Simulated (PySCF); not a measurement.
Basis and Hamiltonian dependence of the excitation energy of Zn⁺

Zn⁺ [Ar] 3d10 4s1 (2S) → Zn⁺ [Ar] 3d9 4s2 (2D). All values are computed (PySCF 2.14, energy differences of UHF-based or UKS calculations, no spin-orbit coupling). Values in eV.

```tsv
basis	Hamiltonian	functions	UHF	LDA	PBE0	MP2 (valence)	CCSD(T) (valence)
ANO-RCC-VTZP	spin-free X2C	59	6.742	8.274	7.779	8.486	7.755
aug-cc-pVDZ-DK	spin-free X2C	59	6.881	8.193	7.806	8.477	7.788
def2-TZVPPD	non-relativistic	67	7.504	9.035	8.554	9.236	8.517
aug-cc-pVTZ-DK	spin-free X2C	93	6.735	8.211	7.747	8.415	7.719
dyall-av2z	non-relativistic	101	7.496	9.026	8.544	9.098	8.409
x2c-QZVPPall	spin-free X2C	108	6.721	8.214	7.751	8.413	n/a
aug-cc-pwCVTZ-PP with ECP10MDF	ECP	122	6.720	8.154	7.692	8.466	n/a
aug-cc-pwCVTZ-DK	spin-free X2C	127	6.720	8.203	7.742	8.426	n/a
aug-cc-pVQZ-PP with ECP10MDF	ECP	135	6.724	8.147	7.694	8.492	n/a
```

Frozen in the all-electron rows: valence: [Ar]; with a core potential, the same shells as far as they lie outside it.

Non-relativistic rows lack the scalar-relativistic shift.

Reference for a calculation without spin-orbit coupling: 7.910 eV (measured, between term centres; NIST).
